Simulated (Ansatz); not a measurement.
Consider the formal loss of a carbene: `C[Si](N)(F)P` → `[CH2]` (triplet) + `N[SiH](F)P`.

Gas-phase electronic energies from Ansatz, PBE0-D4/def2-TZVP geometries. CCSD(T)/CBS is the MP2 limit (def2-TZVPP, def2-QZVPP) plus CCSD(T) − MP2 in def2-TZVPP, frozen cores. This one scheme is used for every species. Functionals use def2-TZVPP. B3LYP here is the variant with VWN-RPA as its local correlation; programs differ in this. Triplets are unrestricted, without spin–orbit coupling. One conformer a species, not always the lowest.

```csv
level,ΔE (kJ/mol),difference from CCSD(T)/CBS
PBE-D4,493.2,6.4
r2SCAN-D4,467.2,-19.6
B3LYP-D4,479.5,-7.3
ωB97X-V,496.2,9.4
ωB97M-V,491.2,4.4
B2PLYP,475.2,-11.6
PBE,485.0,-1.8
B3LYP,466.5,-20.3
HF/def2-TZVPP,333.5,-153.3
MP2/def2-TZVPP,489.0,2.2
SCS-MP2/def2-TZVPP,485.9,-0.9
CCSD(T)/def2-TZVPP,474.6,-12.2
HF/def2-QZVPP,333.3,-153.5
MP2/def2-QZVPP,495.9,9.1
HF/CBS(def2),333.3,-153.5
CCSD/CBS(def2),475.1,-11.7
CCSD(T)/CBS,486.8,0
```

Largest T1 diagnostic among the species: 0.012.

The D4 term adds +13.0 kJ/mol with B3LYP and +7.2 kJ/mol with PBE0; it sums over pairs of atoms, weighted by their polarisabilities, and B3LYP, whose exchange is more repulsive, gets the larger term. From PBE to PBE0 (25 % exact exchange), in def2-TZVPP and without D4, ΔE moves by −6.8 kJ/mol.
